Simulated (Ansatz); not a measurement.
Al2F2H6N2, SMILES `[F][Al@H-]1[NH2+][Al@H-]([F])[NH2+]1` at its PBE0-D4/def2-TZVP geometry, where that method's forces vanish. Charge 0, multiplicity 1.

```tsv
atom	x (Å)	y (Å)	z (Å)
F1	-2.424	0.432	-0.694
Al2	-1.292	-0.522	0.070
N3	0.210	-0.674	-1.152
Al4	1.292	0.522	-0.070
F5	2.424	-0.432	0.694
N6	-0.210	0.674	1.152
H7	-1.705	-1.869	0.783
H8	0.610	-1.601	-1.245
H9	-0.003	-0.349	-2.089
H10	1.705	1.869	-0.783
H11	0.003	0.348	2.089
H12	-0.610	1.601	1.245
```

**Question.** For each bond, give half the difference of the two atoms' forces along it (eV/Å; positive pushes the atoms apart) under PBE-D4, r2SCAN-D4, B3LYP-D4, ωB97M-V in def2-TZVPP. (Best estimate.)

**Answer.** Computed: 
```
   bond  length (Å)  PBE-D4  r2SCAN-D4  B3LYP-D4  ωB97M-V
 F1–Al2       1.666    0.38       0.02      0.13     0.13
 Al2–N3       1.943   -0.02      -0.01      0.07     0.07
 Al2–N6       1.943   -0.02      -0.01      0.07     0.07
 Al2–H7       1.579   -0.09      -0.03     -0.18    -0.21
 N3–Al4       1.943   -0.02      -0.01      0.07     0.07
  N3–H8       1.015    0.20       0.02     -0.02    -0.03
  N3–H9       1.015    0.20       0.02     -0.02    -0.03
 Al4–F5       1.666    0.37       0.02      0.13     0.13
 Al4–N6       1.943   -0.02      -0.01      0.07     0.07
Al4–H10       1.579   -0.09      -0.03     -0.18    -0.21
 N6–H11       1.015    0.20       0.02     -0.02    -0.03
 N6–H12       1.015    0.20       0.02     -0.02    -0.03
```

B3LYP here is the variant with VWN-RPA as its local correlation; programs differ in this.
